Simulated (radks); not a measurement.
Numerical settings for neutral lithium, [He] 2s1. All-electron calculation, Dirac Kohn-Sham, PBEsol, spin-unpolarised, spherical densities, finite nucleus; Fermi nuclear charge, rms radius 2.444 fm. Program: a radial shooting solver on a logarithmic mesh with Libxc functionals. The defaults (mesh step 0.008 in ln r, mesh end at 40 bohr or more with all orbitals vanishing there, Anderson mixing 0.5 over 9 steps, residual threshold near 1e-9 with the energy settled to 1e-9 hartree or 1e-11 of itself, here a cap of 62 iterations) give E = -7.3878 hartree and 2s1/2 at -2.822 eV in 13 iterations. Run on one thread of a shared host, so times are rough (Intel(R) Xeon(R) 6975P-C): 0.02 s of CPU time, 0.02 s wall, 13 iterations on 2208 mesh points. Changes against that run (0 stands for a change within the tolerance of the run):

setting                     iterations  converged  E (mhartree)  e(2s1/2) (meV)  CPU (s)
mesh step in ln r 0.12              62         no      -3.7e+04               -     0.05
mesh step in ln r 0.012             13        yes             0               0     0.01
mesh step in ln r 0.08              13        yes      -0.00522          -0.121     0.01
mesh end (bohr) 400                 13        yes             0               0     0.02
mesh end (bohr) 8                   13        yes         +8.36            +481     0.02
residual threshold 0.01              8        yes             0          -0.049     0.01
residual threshold 0.001             8        yes             0          -0.049     0.01
mixing 1.5                          13        yes             0               0     0.02
linear mixing, mixing 0.8           17        yes             0               0     0.02
linear mixing, mixing 0.05          62         no       +0.0294             -95     0.08
mixing history 20                   17        yes             0               0     0.03
iteration cap 3                      3         no       +0.0749           +31.1     0.01

Settings that end as converged yet miss the energy by more than 1 mhartree: mesh end (bohr) 8 (+0.00836 hartree). A mesh that ends early acts as a hard wall.
